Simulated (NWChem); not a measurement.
System: CBrF2, doublet; SMILES F[C](F)Br

Input file for NWChem:

```
start job
memory heap 200 mb stack 900 mb global 1100 mb
geometry units angstroms noautoz
  F     -0.080035     1.534244    -1.077192
  C      0.329716     0.913064     0.000000
  F     -0.080035     1.534244     1.077192
  Br    -0.021240    -0.951820     0.000000
end
basis spherical
  * library def2-qzvp
end
dft
  odft
  mult 2
  xc b3lyp
  iterations 150
  semidirect filesize 400000000
  mulliken
end
task dft gradient
```

NWChem printed, in part:

```
             Northwest Computational Chemistry Package (NWChem) 7.3.0
             --------------------------------------------------------

 CS  symmetry detected

                             Geometry "geometry" -> ""
                             -------------------------

 Output coordinates in angstroms (scale by  1.889725989 to convert to a.u.)

  No.       Tag          Charge          X              Y              Z
 ---- ---------------- ---------- -------------- -------------- --------------
    1 F                    9.0000    -0.08126807    -1.53771238    -1.07719200
    2 C                    6.0000     0.33038759    -0.91779296     0.00000000
    3 F                    9.0000    -0.08126807    -1.53771238     1.07719200
    4 Br                  35.0000    -0.01484287     0.94815945     0.00000000

 Effective nuclear repulsion energy (a.u.)     245.1267447925

      Symmetry information
      --------------------

 Group name             Cs
 Group number              2
 Group order               2
 No. of unique centers     3

                                 NWChem DFT Module
                                 -----------------

 Summary of "ao basis" -> "ao basis" (spherical)
 ------------------------------------------------------------------------------
       Tag                 Description            Shells   Functions and Types
 ---------------- ------------------------------  ------  ---------------------
 F                         def2-qzvp                17       57   7s4p3d2f1g
 C                         def2-qzvp                17       57   7s4p3d2f1g
 Br                        def2-qzvp                25       75   11s7p4d2f1g

      Symmetry analysis of basis
      --------------------------

        a'        144
        a"        102

            General Information
            -------------------
          SCF calculation type: DFT
          Wavefunction type:  spin polarized.
          No. of atoms     :     4
          No. of electrons :    59
           Alpha electrons :    30
            Beta electrons :    29
          Charge           :     0
          Spin multiplicity:     2
          Use of symmetry is: on ; symmetry adaption is: on
          Maximum number of iterations: 150
          AO basis - number of functions:   246
                     number of shells:    76
          Convergence on energy requested:  1.00D-06
          Convergence on density requested:  1.00D-05
          Convergence on gradient requested:  5.00D-04

              XC Information
              --------------
                         B3LYP Method XC Potential
                     Hartree-Fock (Exact) Exchange  0.200
                        Slater Exchange Functional  0.800 local
                    Becke 1988 Exchange Functional  0.720 non-local
              Lee-Yang-Parr Correlation Functional  0.810
                  VWN I RPA Correlation Functional  0.190 local

             Grid Information
             ----------------
          Grid used for XC integration:  medium
          Radial quadrature: Mura-Knowles
          Angular quadrature: Lebedev.
          Tag              B.-S. Rad. Rad. Pts. Rad. Cut. Ang. Pts.
          ---              ---------- --------- --------- ---------
          F                   0.50       49          10.0       434
          C                   0.70       49           8.0       434
          Br                  1.15      112           9.0       590
          Grid pruning is: on
          Number of quadrature shells:   210
          Spatial weights used:  Erf1

      Superposition of Atomic Density Guess
      -------------------------------------

 Sum of atomic energies:       -2808.96400929

      Non-variational initial energy
      ------------------------------

 Total energy =   -2809.868084
 1-e energy   =   -4400.038885
 2-e energy   =    1345.044056
 HOMO         =      -0.114790
 LUMO         =       0.092466

   Symmetry analysis of molecular orbitals - initial alpha
   -------------------------------------------------------

  Numbering of irreducible representations:

     1 a'          2 a"

  Orbital symmetries:

     1 a'          2 a'          3 a'          4 a'          5 a"
     6 a'          7 a"          8 a'          9 a'         10 a'
    11 a"         12 a'         13 a'         14 a"         15 a'
    16 a"         17 a'         18 a'         19 a"         20 a'
    21 a'         22 a"         23 a'         24 a'         25 a"
    26 a"         27 a'         28 a'         29 a"         30 a'
    31 a'         32 a'         33 a"         34 a'         35 a'
    36 a"         37 a'         38 a'         39 a'         40 a"

   Symmetry analysis of molecular orbitals - initial beta
   ------------------------------------------------------

  Numbering of irreducible representations:

     1 a'          2 a"

  Orbital symmetries:

     1 a'          2 a'          3 a'          4 a'          5 a"
     6 a'          7 a"          8 a'          9 a'         10 a'
    11 a"         12 a'         13 a'         14 a"         15 a'
    16 a"         17 a'         18 a'         19 a"         20 a'
    21 a'         22 a"         23 a'         24 a'         25 a"
    26 a"         27 a'         28 a'         29 a"         30 a'
    31 a'         32 a'         33 a"         34 a'         35 a'
    36 a"         37 a'         38 a'         39 a'         40 a"

------------------------------------------------------------
EAF file 0: "./job.aoints.0" size=906493952 bytes
------------------------------------------------------------
               write      read    awrite     aread      wait
               -----      ----    ------     -----      ----
     calls:     1729         0         0         0         0
   data(b): 9.06e+08  0.00e+00  0.00e+00  0.00e+00
   time(s): 0.00e+00  0.00e+00  0.00e+00  0.00e+00  0.00e+00
rate(mb/s): 0.00e+00  0.00e+00
------------------------------------------------------------

     ---------------------------------------------
      Total Density - Mulliken Population Analysis
     ---------------------------------------------

    Atom       Charge   Shell Charges
 -----------   ------   -------------------------------------------------------
    1 F    9     9.29   1.16  0.01  0.63  0.17  0.53  1.03  0.33  1.57  1.92  1.57  0.33  0.00  0.00  0.01  0.00  0.00  0.00
    2 C    6     5.20   1.03  0.00  0.70  0.24  0.35  0.76  0.32  0.42  0.69  0.41  0.09  0.01  0.08  0.08  0.00  0.03  0.00
    3 F    9     9.29   1.16  0.01  0.63  0.17  0.53  1.03  0.33  1.57  1.92  1.57  0.33  0.00  0.00  0.01  0.00  0.00  0.00
    4 Br  35    35.22   1.80 -0.02  0.18  0.76  1.05  0.25  1.05  0.86  0.42  1.13  0.43  6.00  3.34  2.22  0.61  1.82  2.52  0.75  8.39  1.43  0.18  0.03  0.01  0.00  0.00

     --------------------------------------------
      Spin Density - Mulliken Population Analysis
     --------------------------------------------

    Atom       Charge   Shell Charges
 -----------   ------   -------------------------------------------------------
    1 F    9     0.02   0.00  0.00 -0.00 -0.00  0.00  0.00 -0.02  0.03  0.03  0.01 -0.03  0.00  0.00  0.00  0.00  0.00  0.00
    2 C    6     0.77   0.00  0.00 -0.00 -0.01  0.04  0.15  0.20  0.09  0.12  0.11  0.05  0.00  0.00 -0.00  0.00 -0.00  0.00
    3 F    9     0.02   0.00  0.00 -0.00 -0.00  0.00  0.00 -0.02  0.03  0.03  0.01 -0.03  0.00  0.00  0.00  0.00  0.00  0.00
    4 Br  35     0.19   0.00 -0.00 -0.00  0.00 -0.00 -0.00  0.00 -0.00  0.00  0.01 -0.01  0.00  0.01 -0.00  0.00  0.07  0.08  0.02  0.00 -0.00  0.00  0.01  0.00  0.00  0.00

   convergence    iter        energy       DeltaE   RMS-Dens  Diis-err
 ---------------- ----- ----------------- --------- --------- ---------
 d= 0,ls=0.0,diis     1  -2811.9079130606 -3.06D+03  4.50D-03  1.89D+00
                                                     1.98D-03  1.84D+00
 d= 0,ls=0.0,diis     2  -2811.6989626188  2.09D-01  3.75D-03  1.01D+00
                                                     2.16D-03  1.02D+00
 d= 0,ls=0.0,diis     3  -2811.9049642011 -2.06D-01  2.35D-03  4.28D-01
                                                     9.42D-04  3.94D-01
 d= 0,ls=0.0,diis     4  -2812.0729687002 -1.68D-01  2.90D-04  4.78D-03
                                                     1.36D-04  4.69D-03
 d= 0,ls=0.0,diis     5  -2812.0743756083 -1.41D-03  3.80D-05  6.35D-04
                                                     4.61D-05  7.01D-04
  Resetting Diis
 d= 0,ls=0.0,diis     6  -2812.0745726719 -1.97D-04  3.95D-05  3.44D-05
                                                     1.32D-05  3.04D-05
 d= 0,ls=0.0,diis     7  -2812.0745909667 -1.83D-05  1.16D-05  7.99D-06
                                                     1.46D-05  8.46D-06
 d= 0,ls=0.0,diis     8  -2812.0745903490  6.18D-07  1.08D-05  1.69D-05
                                                     6.12D-06  1.61D-05
 d= 0,ls=0.0,diis     9  -2812.0745966569 -6.31D-06  4.20D-06  2.04D-07
                                                     2.11D-06  2.62D-07
 d= 0,ls=0.0,diis    10  -2812.0745969376 -2.81D-07  2.41D-06  7.95D-08
                                                     9.31D-07  6.34D-08

         Total DFT energy =    -2812.074596937617
      One electron energy =    -4399.511487215949
           Coulomb energy =     1459.980166958204
    Exchange-Corr. energy =     -117.670021472360
 Nuclear repulsion energy =      245.126744792489

 Numeric. integr. density =       59.000002740071

                  Occupations of the irreducible representations
                  ----------------------------------------------

                     irrep           alpha         beta
                     --------     --------     --------
                     a'               20.0         19.0
                     a"               10.0         10.0

                    DFT Final Alpha Molecular Orbital Analysis
                    ------------------------------------------

 Vector   28  Occ=1.000000D+00  E=-3.440094D-01  Symmetry=a'
              MO Center=  6.0D-02,  5.4D-01,  1.6D-15, r^2= 2.1D+00
   Bfn.  Coefficient  Atom+Function         Bfn.  Coefficient  Atom+Function
  ----- ------------  ---------------      ----- ------------  ---------------
   198      0.395152  4 Br px               195      0.348612  4 Br px
   186     -0.181690  4 Br px               199      0.169482  4 Br py
   201      0.162099  4 Br px               196      0.156799  4 Br py
   189     -0.132925  4 Br px                65      0.091471  2 C  px
    68      0.090781  2 C  px                71      0.088970  2 C  px

 Vector   29  Occ=1.000000D+00  E=-3.288955D-01  Symmetry=a"
              MO Center= -7.5D-03,  8.4D-01, -1.0D-14, r^2= 1.7D+00
   Bfn.  Coefficient  Atom+Function         Bfn.  Coefficient  Atom+Function
  ----- ------------  ---------------      ----- ------------  ---------------
   200      0.471245  4 Br pz               197      0.414878  4 Br pz
   188     -0.215943  4 Br pz               203      0.206082  4 Br pz
   191     -0.158219  4 Br pz               185      0.106159  4 Br pz
     9      0.063064  1 F  py               123     -0.063064  3 F  py
    12      0.057054  1 F  py               126     -0.057054  3 F  py

 Vector   30  Occ=1.000000D+00  E=-2.552373D-01  Symmetry=a'
              MO Center=  3.3D-01, -4.6D-01,  3.0D-15, r^2= 2.4D+00
   Bfn.  Coefficient  Atom+Function         Bfn.  Coefficient  Atom+Function
  ----- ------------  ---------------      ----- ------------  ---------------
    64      0.382186  2 C  s                 63      0.291955  2 C  s
    65      0.262848  2 C  px                68      0.254355  2 C  px
   198     -0.245132  4 Br px                71      0.238538  2 C  px
   195     -0.217272  4 Br px               201     -0.165220  4 Br px
   199      0.140286  4 Br py                 8     -0.136805  1 F  px

 Vector   31  Occ=0.000000D+00  E=-2.806535D-02  Symmetry=a'
              MO Center=  1.3D-02,  5.6D-01, -6.5D-15, r^2= 3.1D+00
   Bfn.  Coefficient  Atom+Function         Bfn.  Coefficient  Atom+Function
  ----- ------------  ---------------      ----- ------------  ---------------
    64      0.990059  2 C  s                182     -0.947016  4 Br s
   202      0.828432  4 Br py                72      0.632009  2 C  py
   199      0.531213  4 Br py                63      0.399013  2 C  s
    71     -0.224779  2 C  px                66      0.223523  2 C  py
    75      0.204702  2 C  py               196      0.198751  4 Br py

 Vector   32  Occ=0.000000D+00  E= 7.498873D-02  Symmetry=a'
              MO Center=  3.1D-01, -1.8D+00, -4.8D-13, r^2= 5.0D+00
   Bfn.  Coefficient  Atom+Function         Bfn.  Coefficient  Atom+Function
  ----- ------------  ---------------      ----- ------------  ---------------
   182      2.025697  4 Br s                 75     -1.493431  2 C  py
     7     -1.243117  1 F  s                121     -1.243117  3 F  s
    72     -1.121736  2 C  py                63      0.679463  2 C  s
   202     -0.625182  4 Br py               181     -0.534897  4 Br s
   199     -0.471275  4 Br py                71     -0.445124  2 C  px

 Vector   33  Occ=0.000000D+00  E= 8.451447D-02  Symmetry=a"
              MO Center=  4.2D-01, -7.2D-01, -2.5D-13, r^2= 4.9D+00
   Bfn.  Coefficient  Atom+Function         Bfn.  Coefficient  Atom+Function
  ----- ------------  ---------------      ----- ------------  ---------------
    76      1.355027  2 C  pz                 7      0.494603  1 F  s
   121     -0.494603  3 F  s                203     -0.484012  4 Br pz
    70      0.285037  2 C  pz                67      0.170394  2 C  pz
    18      0.134696  1 F  py               132     -0.134696  3 F  py
     5      0.121557  1 F  s                119     -0.121557  3 F  s

                     DFT Final Beta Molecular Orbital Analysis
                     -----------------------------------------

 Vector   27  Occ=1.000000D+00  E=-4.295248D-01  Symmetry=a'
              MO Center=  1.8D-02, -2.8D-01, -7.6D-15, r^2= 2.8D+00
   Bfn.  Coefficient  Atom+Function         Bfn.  Coefficient  Atom+Function
  ----- ------------  ---------------      ----- ------------  ---------------
   196      0.263422  4 Br py               199      0.255195  4 Br py
     9      0.184298  1 F  py               123      0.184298  3 F  py
    63     -0.175389  2 C  s                 12      0.165333  1 F  py
   126      0.165333  3 F  py                15      0.157713  1 F  py
   129      0.157713  3 F  py               187     -0.136077  4 Br py

 Vector   28  Occ=1.000000D+00  E=-3.325406D-01  Symmetry=a'
              MO Center=  1.5D-02,  7.6D-01, -4.2D-15, r^2= 1.8D+00
   Bfn.  Coefficient  Atom+Function         Bfn.  Coefficient  Atom+Function
  ----- ------------  ---------------      ----- ------------  ---------------
   198      0.438081  4 Br px               195      0.382826  4 Br px
   186     -0.200896  4 Br px               201      0.189777  4 Br px
   189     -0.147305  4 Br px               199      0.134215  4 Br py
   196      0.120477  4 Br py               183      0.098796  4 Br px
   187     -0.062398  4 Br py               202      0.060531  4 Br py

[...]

                         DFT ENERGY GRADIENTS

    atom               coordinates                        gradient
                 x          y          z           x          y          z
   1 F      -0.153574  -2.905855  -2.035598    0.003407   0.006077   0.008305
   2 C       0.624342  -1.734377   0.000000   -0.007815  -0.004483   0.000000
   3 F      -0.153574  -2.905855   2.035598    0.003407   0.006077  -0.008305
   4 Br     -0.028049   1.791762   0.000000    0.001000  -0.007671   0.000000
```

Level: B3LYP/def2-QZVP, spin-unrestricted. In the optimisation the excess spin sits in a' (Cs, its own frame). Structure relaxed at the PBE0/def2-SVP, spin-unrestricted level. No stability test was run on the SCF state. B3LYP is NWChem's, with the RPA form of VWN correlation.
